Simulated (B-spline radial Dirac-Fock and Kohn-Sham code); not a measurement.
## Relative photoemission cross sections at 1000 eV: 4f5/2, 4f7/2, Ce to Tl

Model: a relativistic central-field model (Hartree-Slater potential of the initial state, Latter tail, multipole expansion of the photon field, Dirac-Fock thresholds). Program: a B-spline atomic structure program. Cross sections are relative to C 1s, computed as 43.31 kb at this energy; β is from the dipole term. Free atoms in their tabulated ground configurations, whose changes along a row show as steps; without correlation, outer binding energies come out low.

```
 Z  element  σ 4f5/2  σ 4f7/2  β 4f7/2  binding 4f7/2 (eV)
58       Ce   0.0434   0.0561     1.08                9.93
59       Pr    0.139    0.179     1.08                4.16
60       Nd    0.220    0.283     1.08                4.59
61       Pm    0.323    0.414     1.08                4.91
62       Sm    0.450    0.577     1.07                5.14
63       Eu    0.604    0.773     1.07                5.28
64       Gd    0.740    0.950     1.07               12.46
65       Tb     1.00     1.28     1.06                5.36
66       Dy     1.26     1.60     1.06                5.30
67       Ho     1.55     1.97     1.05                5.19
68       Er     1.88     2.39     1.04                5.02
69       Tm     2.25     2.86     1.04                4.80
70       Yb     2.67     3.39     1.03                4.68
71       Lu     3.07     3.92     1.02               12.42
72       Hf     3.51     4.47     1.01               20.66
73       Ta     3.97     5.07     1.01               29.46
74        W     4.45     5.70     1.00               38.78
75       Re     4.97     6.36     0.99               48.62
76       Os     5.51     7.06     0.98               58.95
80       Hg     7.97     10.2     0.94               104.9
81       Tl     8.65     11.1     0.93               123.8
```
